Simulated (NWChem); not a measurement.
System: GeHOF3; SMILES [OH][Ge]([F])([F])[F]

Input file for NWChem:

```
start job
memory heap 200 mb stack 900 mb global 1100 mb
geometry units angstroms noautosym nocenter noautoz
  O      1.238828    -1.193874    -0.269957
  Ge    -0.000270    -0.017535    -0.000503
  F     -0.248785     0.997891    -1.352584
  F     -1.453548    -0.836456     0.331549
  F      0.354245     1.017921     1.312408
  H      2.109628    -0.813091    -0.437695
end
basis spherical
  * library def2-svpd
end
dft
  xc xcamb88 1.00 lyp 0.81 vwn_5 0.19 hfexch 1.00
  cam 0.33 cam_alpha 0.19 cam_beta 0.46
  iterations 150
end
property
  response 1 0.0
end
task dft property
```

Structure relaxed at the PBE0/def2-SVP level.

Static field.

Task: What results follow from this input? (CAM-B3LYP/def2-SVPD.) Quantities: isotropic polarisability (bohr³); anisotropy (bohr³).

Result: 
```yaml
isotropic polarisability (bohr³): 31.1
anisotropy (bohr³): 2.6
```
